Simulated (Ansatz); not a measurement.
Reaction (isomerisation): `[SiH3]C1CCC1` → `C/C=C\C[SiH3]`

Computed with Ansatz on PBE0-D4/def2-TZVP structures; ΔE is electronic, products minus reactants. CCSD(T)/CBS adds triple-zeta CCSD(T) − MP2 to the extrapolated MP2 energy (def2 sets, frozen cores). DFT in def2-TZVPP. B3LYP here is the variant with VWN-RPA as its local correlation; programs differ in this. Each species was taken in one conformer, which may not be the lowest.

```
             level  ΔE (kJ/mol)  difference from CCSD(T)/CBS
            PBE-D4        -30.6                          1.5
         r2SCAN-D4        -35.7                         -3.6
           ωB97X-V        -19.5                         12.6
           ωB97M-V        -27.0                          5.1
            B2PLYP        -40.9                         -8.8
               PBE        -32.5                         -0.4
            r2SCAN        -35.9                         -3.8
              PBE0        -24.0                          8.1
             B3LYP        -48.5                        -16.4
     HF/def2-TZVPP        -46.5                        -14.4
    MP2/def2-TZVPP        -24.3                          7.8
SCS-MP2/def2-TZVPP        -27.9                          4.2
SCS-MP2/def2-QZVPP        -29.1                          3.0
      HF/CBS(def2)        -47.0                        -14.9
     MP2/CBS(def2)        -26.3                          5.8
    CCSD/CBS(def2)        -31.4                          0.7
       CCSD(T)/CBS        -32.1                            0
```

Largest T1 diagnostic among the species: 0.010.

In def2-TZVPP, CCSD(T) changes the Hartree–Fock value by +16.5 kJ/mol (the triples alone add −0.7 kJ/mol) and MP2 by +22.2 kJ/mol. From PBE to PBE0 (25 % exact exchange), in def2-TZVPP and without D4, ΔE moves by +8.5 kJ/mol. The D4 term adds +3.3 kJ/mol with B3LYP and +1.4 kJ/mol with PBE0; it sums over pairs of atoms, weighted by their polarisabilities, and B3LYP, whose exchange is more repulsive, gets the larger term.
